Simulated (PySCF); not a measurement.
CoF2: Co(II) (d7), charge 0. The structure is a PBE0-D3(BJ)/def2-TZVP geometry optimised for multiplicity 4; coordination linear, point group D∞h, metal–donor distances 1.71 Å.

```
3

Co    0.000    0.000    0.000
F     0.000    0.000    1.713
F     0.000    0.000   -1.713
```

Method (PySCF 2.14, density fitting): CASSCF(7,5) with orbitals averaged over all microstates of the shell, strongly contracted NEVPT2 on the averaged canonical orbitals; basis x2c-TZVPall on the metal, x2c-SVPall elsewhere; spin-free X2C; gas phase; spin-orbit coupling by state interaction with the mean-field operator over all roots.

Q: Which term lies lowest, and with what spin?

A: 4Φg (S = 3/2, orbital degeneracy 2), orbital occupations from the lowest 1.5 1.5 1.5 1.5 1.0, by NEVPT2.

Q: Where do the spin-allowed transitions within the shell lie?

A: By NEVPT2: 4Σg- at 371 cm⁻¹; 4Δg at 978 cm⁻¹; 4Πg at 2966 cm⁻¹; 4Σg- at 14525 cm⁻¹ (688 nm); 4Πg at 21469 cm⁻¹ (466 nm). All are electric-dipole forbidden at this geometry.

Q: Which is the lowest state of another spin?

A: 2Πg at 15096 cm⁻¹ by NEVPT2; CASSCF alone puts it at 17746 cm⁻¹ above the same ground state.

Q: Give the fitted ligand-field and repulsion parameters.

A: At CASSCF level (the NEVPT2 levels don't fit a ligand-field model well): orbital energies 0, 0, 6514, 6514, 10052 cm⁻¹; B = 1149 cm⁻¹; C = 4417 cm⁻¹; B over its free-ion value at the same level 0.919; rms of the fit 427 cm⁻¹; ζ = 505 cm⁻¹ (free ion 526).

Q: What are the magnetic parameters?

A: Degenerate or low-lying orbital states mix with the ground state, so no spin-only Hamiltonian applies. The lowest spin-orbit level is 2-fold, effective g = 0.00, 0.00, 12.00; the next lies at 385.9 cm⁻¹. μeff is 6.36 μB at 300 K and 6.03 μB at 10 K; the spin-only value is 3.88 μB.

Gaps between spin states lean to high spin in this active space.

The job took 3.2 s on one thread of Intel Xeon 6975P-C (shared host), with 76 basis functions, launched as `OMP_NUM_THREADS=1 python lf_run.py task.json out`.
